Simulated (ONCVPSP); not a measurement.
BLYP ONCV dataset for O (Z = 8), scalar-relativistic all-electron reference.

O, optimised norm-conserving Vanderbilt (ONCV), made with ONCVPSP 4.0.1 (BLYP, scalar-relativistic). Core [He], reference 2s2 2p4. Waves: 2s: rc 0.75 bohr, ncon 4, nbas 7, qcut 7.5 1/bohr, 2 projectors, debl 2 Ha; 2p: rc 2.00 bohr, ncon 4, nbas 8, qcut 8 1/bohr, 2 projectors, debl 0.4 Ha; d scattering state at 0.14 Ha: rc 2.15 bohr, ncon 3, nbas 7, qcut 5 1/bohr, 1 projector. Local part: polynomial inside 0.55 bohr (lpopt 5, dvloc0 0 Ha). Core correction: Teter function fitted to the true core (icmod 2), fcfact 0.35.

- Cutoffs needed: 88 Ha and 192 Ha (the cutoffs (Ha) at which the residual kinetic energy of the hardest occupied pseudo-wave falls to 1 and 0.1 mHa per electron)
- Ghost test: no bound ghost flagged; GHOST(+) flagged for d at 24.5 eV
- Largest excitation error: +5905 meV (all-electron minus pseudo) for 2s2 2p0, out of 4 test configurations
- rms error of d²Exc/dni dnj: 1.55 mHa without and 1.53 mHa with the model core
